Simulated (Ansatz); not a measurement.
Spin states of O2Ti (SMILES [O]=[Ti]=[O]), each relaxed at B3LYP-D3(BJ)/def2-TZVP; lowest solutions found, singlets restricted, no spin–orbit coupling, no relativity up to Kr.
Multiplicity 1 (charge 0, multiplicity 1):
```
atom    x (Å)    y (Å)    z (Å)
----  -------  -------  -------
Ti     0.3570  -0.2962   0.3532
O      0.8362   0.3370  -1.0827
O     -1.2264   0.0066   0.6591
```
Multiplicity 3 (charge 0, multiplicity 3):
| atom | x (Å) | y (Å) | z (Å) |
|---|---|---|---|
| Ti | 0.4594 | -0.3341 | 0.3674 |
| O | 0.8033 | 0.3401 | -1.0704 |
| O | -1.2959 | 0.0414 | 0.6327 |

The values were computed with Ansatz (a first-principles code). Each number belongs to the level named beside it.

The energy of multiplicity 3 less that of multiplicity 1 (kcal/mol) and the share of exact exchange:

```json
[
 {"functional": "PBE/def2-TZVPP", "exact exchange (%)": "0", "value": "52.01"},
 {"functional": "PBE0/def2-TZVPP", "exact exchange (%)": "25", "value": "46.73"},
 {"functional": "BLYP/def2-TZVPP", "exact exchange (%)": "0", "value": "48.79"},
 {"functional": "B3LYP/def2-TZVPP", "exact exchange (%)": "20", "value": "46.33"},
 {"functional": "BHLYP/def2-TZVPP", "exact exchange (%)": "50", "value": "33.94"},
 {"functional": "r2SCAN/def2-TZVPP", "exact exchange (%)": "0", "value": "48.37"},
 {"functional": "r2SCANh/def2-TZVPP", "exact exchange (%)": "10", "value": "46.03"}
]
```

Take the value as linear in the share of exact exchange along PBE and PBE0. Give the slope, say whether the sign turns, and set the other functionals against that line.


Slope: (46.73 − (52.01))/2.5 = -2.11 kcal/mol for each 10 %. The line keeps its sign from 0 to 100 %. At 50 % it gives 41.5 kcal/mol. The LYP pair gives (33.94 − (48.79))/5 = -2.97 for each 10 %. BHLYP, at 50 %, lies -7.5 from the PBE line. B3LYP, at 20 %, lies -1.5 from the PBE line. r2SCAN, with none, stands -3.6 from PBE. The r2SCAN pair gives -2.34 for 10 %.
